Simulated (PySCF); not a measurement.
CH3FOTe. Atoms are numbered in the order given.

```xyz
7

Te     0.0100     0.2769     0.5036
F     -1.7860     0.3600    -0.2680
O      0.7138    -1.1951    -0.6194
C      1.0609    -0.9151    -1.9693
H      1.7719    -0.0740    -2.0566
H      1.5356    -1.8256    -2.3687
H      0.1684    -0.6870    -2.5765
```

The structure is a stationary point at B3LYP-D3(BJ)/def2-SVP. The def2 effective core potentials stand for the cores of Te; spin–orbit coupling is left out. The values are those of a single conformer.

The numbers are results of PySCF with TDA-CAM-B3LYP/def2-SVPD, not measurements.

Vertical excitations. 

```tsv
state	energy (eV)	λ (nm)	f	main pairs
S1	2.54	488	0.000	HOMO→LUMO 98 %
S2	3.45	360	0.004	HOMO→LUMO+1 97 %
S3	5.45	227	0.005	HOMO−1→LUMO 59 %, HOMO−1→LUMO+1 31 %
S4	5.74	216	0.002	HOMO−1→LUMO+1 61 %, HOMO−1→LUMO 23 %
S5	5.93	209	0.018	HOMO−2→LUMO 89 %
S6	6.01	206	0.157	HOMO→LUMO+2 95 %
S7	6.79	183	0.062	HOMO→LUMO+3 79 %
S8	6.92	179	0.038	HOMO→LUMO+4 79 %
S9	7.08	175	0.015	HOMO→LUMO+5 91 %
S10	7.11	174	0.085	HOMO−2→LUMO+1 54 %, HOMO→LUMO+4 12 %
T1	1.74	714	0	HOMO→LUMO 97 %
T2	2.47	502	0	HOMO→LUMO+1 95 %
T3	4.84	256	0	HOMO−1→LUMO 58 %, HOMO−1→LUMO+1 30 %
T4	5.13	242	0	HOMO−1→LUMO+1 61 %, HOMO−1→LUMO 29 %
```
Triplets are in the Tamm–Dancoff approximation.
